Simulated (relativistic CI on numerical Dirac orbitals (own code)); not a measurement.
# One change at a time: Pd XLII

Base calculation: Dirac-Coulomb-Breit CI, separate exchange-only KLI orbitals for each configuration, a model potential for QED, unscaled Slater integrals.

CI space (outside the closed core 1s2): 2s2 2p, 2s 2p2, 2p3, 2p2 3s, 2p2 3p, 2p2 3d, 2s2 3s, 2s2 3p, 2s2 3d, 2s 2p 3s, 2s 2p 3p, 2s 2p 3d, 2s2 4s, 2s2 4p, 2s2 4d, 2s2 4f. Levels of other configurations are missing.

Variants: (1) Breit term removed; (2) only the first 3 configurations. Shifts of the energy above 2s2 2p 2P°_1/2, in eV, for the lowest level and the first level of each name with at least 55 % of one term (blank where a level changes its place among those of its configuration and J or its character, or is not in the variant):

```
           Level     Base   Δ(1)   Δ(2)
  2s2 2p 2P°_1/2     0.00   0.00   0.00
   2s 2p2 4P_1/2   127.85  -3.81  -0.19
  2s2 2p 2P°_3/2   177.67  +3.35  +0.02
   2s 2p2 4P_3/2   267.55  -0.50  -0.29
   2s 2p2 2D_3/2   337.19  +0.73  +0.27
   2s 2p2 2P_1/2   340.50  -0.85  +0.29
   2s 2p2 2S_1/2   525.87  +1.62  -0.10
   2s 2p2 2P_3/2   527.22  +3.43  +0.40
     2p3 2D°_5/2   648.45  +1.82  +0.13
     2p3 2P°_1/2   680.92  -1.35  +0.04
   2s2 3s 2S_1/2  3622.78  +5.80       
  2s2 3p 2P°_1/2  3668.66  +4.73       
2s 2p 3s 4P°_1/2  3712.20  +2.32       
  2s2 3p 2P°_3/2  3715.41  +4.94
```

At this charge energies of transitions that change n are usually good to better than 1 %, and those within a shell (Δn = 0) to a few per cent.

Ionisation energy from the two ground configurations alone: base 6474.52 eV; Breit term removed 6481.4 eV. The NIST ASD value (semi-empirical) is 6469 eV.

LS names give the leading component of a level, which can be under half, so a name can repeat, a term be missing and a line seem to break the LS rules.
